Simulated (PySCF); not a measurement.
# Cost of excited-state runs on `[H]/N=C(\N=C)C([CH2])=C=C`, C6H7N2, doublet

Geometry (Å), atoms numbered from 1 in this order:
```xyz
15

C    -1.504   -1.682    0.354
C    -0.743   -0.579    0.021
C    -1.190    0.451   -0.733
C    -1.599    1.436   -1.453
C     0.666   -0.515    0.501
N     1.144   -1.484    1.161
N     1.298    0.687    0.307
C     2.086    1.048   -0.592
H    -1.065   -2.454    0.955
H    -2.521   -1.774    0.022
H    -1.504    1.449   -2.532
H    -2.071    2.312   -1.024
H     2.106   -1.355    1.464
H     2.523    2.036   -0.528
H     2.369    0.432   -1.450
```

PySCF with density fitting, on 1 thread of an Arm Neoverse N1, shared host. Command: `OMP_NUM_THREADS=1 python excited_run.py task.json out`

Q: How long does this run take, and how much memory?
- open-shell absorption, wB97X-D/def2-SVPD; 10 states; Tamm-Dancoff

A: 
```tsv
run	level	basis functions	wall time	peak memory (GiB)
open-shell absorption	wB97X-D/def2-SVPD	216	2.7 min	0.83
```
Times from a shared host are rough.
